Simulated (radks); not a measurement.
Effect of the nuclear size on neutral europium, [Xe] 4f7 6s2. Calculated with a radial shooting solver on a logarithmic mesh with Libxc functionals: Dirac Kohn-Sham, LDA (Slater exchange, Perdew-Wang correlation), spin-unpolarised, spherical densities, finite nucleus; open shells are shared between the two j in proportion to 2j + 1; Fermi nuclear charge, rms radius 5.1115 fm. The rms radius is varied about that value; shifts are against it.

rms radius (fm)  total energy shift (eV)  density at nucleus (e/bohr^3)  1s1/2 shift (meV)  2s1/2 shift (meV)  5s1/2 shift (meV)  5p1/2 shift (meV)  6s1/2 shift (meV)  4f7/2 shift (meV)  6p1/2 (empty) shift (meV)
4.2885                             -5.57                      6.023e+05              -2300               -294              -2.18              0.287             -0.097              0.451                      0.089
4.7895                             -2.27                      5.862e+05               -937               -120             -0.889              0.117             -0.039              0.184                      0.036
5.1115                                 0                      5.768e+05              0.000              0.000              0.000              0.000              0.000              0.000                      0.000
5.5409                              3.20                      5.655e+05               1320                168               1.25             -0.164              0.056             -0.259                     -0.051
5.7249                              4.63                       5.61e+05               1910                244               1.81             -0.238              0.081             -0.374                     -0.074

Slopes of the eigenvalues against <r^2> in GHz/fm^2, as finite differences over the two radii next to the reference (eigenvalue slopes, not the field-shift constants of lines): 1s1/2 70300, 2s1/2 8970, 5s1/2 66.7, 5p1/2 -8.75, 6s1/2 2.96, 4f7/2 -13.8, 6p1/2 (empty) -2.72.
